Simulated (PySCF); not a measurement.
**Fractional electron number in Co²⁺ (cobalt, charge +2)**

The 3d beta orbital of [Ar] 3d7 is emptied in steps (occupation f), with all orbitals relaxed, ending at [Ar] 3d6. Calculation: PySCF 2.14, in def2-SVP; the non-relativistic Hamiltonian (point nucleus). The exact energy is a straight line in f; departures are measured from the line between the end points of the same method.

| f | UHF (eV) | LDA (eV) | PBE (eV) |
| --- | --- | --- | --- |
| 1 | 0.000 | 0.000 | 0.000 |
| 0.8 | 0.444 | -1.447 | -1.414 |
| 0.6 | 0.642 | -2.188 | -2.134 |
| 0.4 | 0.619 | -2.206 | -2.146 |
| 0.2 | 0.399 | -1.483 | -1.439 |
| 0 | 0.000 | 0.000 | 0.000 |

| method | E(f=0) − E(f=1) (eV) | −ε at f=1 (eV) | −ε at f=0.4 (eV) |
| --- | --- | --- | --- |
| UHF | 31.722 | 34.599 | 31.097 |
| LDA | 34.889 | 25.915 | 36.636 |
| PBE | 34.645 | 25.863 | 36.373 |

Orbital energy along the path (eV):

```
  f      UHF      LDA      PBE
  1  -34.599  -25.915  -25.863
0.8  -33.304  -29.404  -29.300
0.6  -32.141  -32.976  -32.803
0.4  -31.097  -36.636  -36.373
0.2  -30.158  -40.388  -40.003
  0  -29.313  -44.235  -43.680
```

Reference removal energy between the ground levels: 33.5 ± 0.06 eV (semi-empirical (NIST evaluation); NIST Atomic Spectra Database, ionization energies). The calculation has no spin-orbit coupling. The determinant left behind need not be the lowest term of the ion. UHF lacks correlation.
